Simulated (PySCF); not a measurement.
The same groups moved round the core (propene chloro+silyl). Gas-phase values, no solvent. One relaxed conformer stands for each flexible species; it need not be the lowest. Strings in code marks are SMILES.

The brightest of the four lowest singlets (TDA) from two functionals at the same geometries (CAM-B3LYP-D3(BJ)/def2-TZVP), both in PySCF: PBE-D3(BJ)/def2-TZVP and CAM-B3LYP-D3(BJ)/def2-TZVP. Excitations are Tamm–Dancoff values on a coarser integration grid. The basis has no diffuse functions, so Rydberg states are missing or too high.

| species | CAM-B3LYP-D3(BJ)/def2-TZVP (eV) |
|---|---|
| `C(Cl)(=C)C[SiH3]` (Cl–C–C–Si torsion 74°) | 7.00 |
| `C(=C\Cl)(/C)[SiH3]` | 6.59 |
| `C/C([SiH3])=C\Cl` | 6.89 |
| `C/C=C(/[SiH3])Cl` | 6.90 |
| `C/C=C(\[SiH3])Cl` | 6.47 |
| `[SiH3]C/C=C\Cl` (Si–C–C–C torsion 96°) | 6.88 |

Problem. What does PBE-D3(BJ)/def2-TZVP give for each?

Solution. 
- `C(Cl)(=C)C[SiH3]` (Cl–C–C–Si torsion 74°): 6.40
- `C(=C\Cl)(/C)[SiH3]`: 5.97
- `C/C([SiH3])=C\Cl`: 6.27
- `C/C=C(/[SiH3])Cl`: 6.22
- `C/C=C(\[SiH3])Cl`: 5.81
- `[SiH3]C/C=C\Cl` (Si–C–C–C torsion 96°): 6.25
Over these rows, drawn at random from the members with no instability flagged (it was tested for open shells, ions and some series alone), PBE minus CAM-B3LYP-D3(BJ): mean -0.63 eV, from -0.68 eV to -0.60 eV.
